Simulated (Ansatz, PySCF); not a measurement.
Gas-phase reaction (SMILES): COB(I)I [diiodo(methoxy)borane] + 4 [H][H] (H2) -> B (BH3) + C (CH4) + 2 I (HI) + O (H2O); energy of full hydrogenation.

Each molecule is optimised on its own at B3LYP-D3(BJ)/def2-TZVP (Ansatz, an electronic-structure program), one conformer each, not searched for the lowest. Cores are frozen in the correlated levels unless marked. No spin-orbit coupling. The frozen core is the preceding noble-gas configuration, with the filled d and f shells of earlier blocks. In def2 rows, elements after Kr have scalar-relativistic effective core potentials. Basis-set limits of correlation are two-point, X^-3; Hartree-Fock from the larger set. Thermal terms are rigid-rotor harmonic-oscillator values from B3LYP-D3(BJ) frequencies (Ansatz or PySCF) at 298.15 K and 1 atm. 1 Eh = 627.5095 kcal/mol.

| species | E, CCSD(T)/CBS(def2-TZVPPD,def2-QZVPPD) (Ansatz) (Eh) | E, B3LYP-D3(BJ)/def2-TZVPD (Ansatz + dftd3) (Eh) | H - E (Eh) |
|---|---|---|---|
| COB(I)I | -733.62747 | -735.76472 | 0.05528 |
| [H][H] (H2) | -1.17452 | -1.17983 | 0.01336 |
| B (BH3) | -26.54873 | -26.62529 | 0.03008 |
| C (CH4) | -40.45806 | -40.53958 | 0.04840 |
| I (HI) | -297.45390 | -298.40660 | 0.00854 |
| O (H2O) | -76.37558 | -76.46738 | 0.02495 |

Work out ΔE and ΔH at 298.15 K at the first level, then ΔH at the second.


1. ΔE = [(-26.54873) + (-40.45806) + 2×(-297.45390) + (-76.37558)] - [(-733.62747) + 4×(-1.17452)] = 0.03538 Eh = 22.2 kcal/mol at CCSD(T)/CBS(def2-TZVPPD,def2-QZVPPD).
2. The terms H - E add up to 0.01179 Eh, so ΔH = (0.03538 + (0.01179))×627.5095 = 29.6 kcal/mol.
3. At B3LYP-D3(BJ)/def2-TZVPD the same steps give ΔE = 24.2 and ΔH = 31.6 kcal/mol, a shift of +2.0 from the first level.
4. These values are not checked against measurement here, since the tables used lack a sound gas-phase enthalpy of formation for at least one species.
